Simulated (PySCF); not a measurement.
C3H6O2Si.

```xyz
12

C     -2.6649     0.4027    -0.1128
C     -1.6061     1.1940    -0.2804
O     -0.2688     0.8869    -0.1997
C      0.2219    -0.3428     0.0789
O     -0.4462    -1.3172     0.2902
Si     2.1496    -0.3777     0.1025
H     -3.6505     0.8592    -0.2239
H     -2.5900    -0.6556     0.1248
H     -1.7027     2.2559    -0.5189
H      2.5554    -0.8529     1.4552
H      2.5750    -1.3640    -0.9303
H      2.7328     0.9634    -0.1803
```
Charge 0, spin multiplicity 1.

Geometry optimised at PBE0-D3(BJ)/def2-SVP. Other conformers were not sampled.

Computed with PBE/pcSseg-1 (PySCF). Non-relativistic, no solvent.

Question: Give the absolute GIAO shielding of each atom: isotropic value and principal components (ppm). (An estimate is asked for; the answer gives what the named calculation found.)

Answer: 
```csv
atom,σ(iso),σ11,σ22,σ33,span
C1,70.0,-34.0,90.3,153.9,187.9
C2,29.8,-70.8,67.7,92.5,163.3
O3,32.7,-185.0,68.9,214.1,399.0
C4,2.2,-96.2,51.3,51.6,147.8
O5,-200.7,-575.1,-260.6,233.6,808.7
Si6,424.5,401.1,422.3,450.1,49.0
H7,26.2,24.5,25.7,28.5,4.0
H8,24.5,20.8,23.9,28.9,8.1
H9,24.9,21.5,25.5,27.6,6.1
H10,27.1,24.4,25.5,31.2,6.8
H11,27.1,24.4,25.5,31.2,6.8
H12,27.0,23.6,26.0,31.5,7.9
```
